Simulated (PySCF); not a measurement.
Working out the ionisation energy of S(2+)

S(2+) [Ne] 3s2 3p2 (3P) → S(3+) [Ne] 3s2 3p1 (2P). Calculation: PySCF 2.14, in aug-cc-pwCVDZ; no relativity, point nucleus. Frozen: 1s2. Energies in hartree (1 hartree = 27.21139 eV):

```csv
part,S(2+) (lower),S(3+) (upper)
UHF,-396.325106,-395.070349
CCSD correlation,-0.223241,-0.209524
(T),-0.002265,-0.001965
```

What does Hartree-Fock give?

(-395.070349) − (-396.325106) = 1.254757 hartree = 34.144 eV.

What do CCSD and CCSD(T) give?

The CCSD correlation energies differ by 0.013717 hartree = 0.373 eV and the triples by 0.000300 hartree = 0.008 eV, so CCSD gives 34.517 eV and CCSD(T) 34.525 eV.

A first-order spin-orbit estimate adds -0.008 eV to CCSD(T) (valence and next inner shell), giving 34.517 eV against 34.86 ± 0.04 eV (semi-empirical (NIST evaluation); NIST Atomic Spectra Database, ionization energies).

A double-zeta basis recovers only part of the correlation energy.

What remains against the reference includes basis incompleteness, the frozen core and higher excitations.
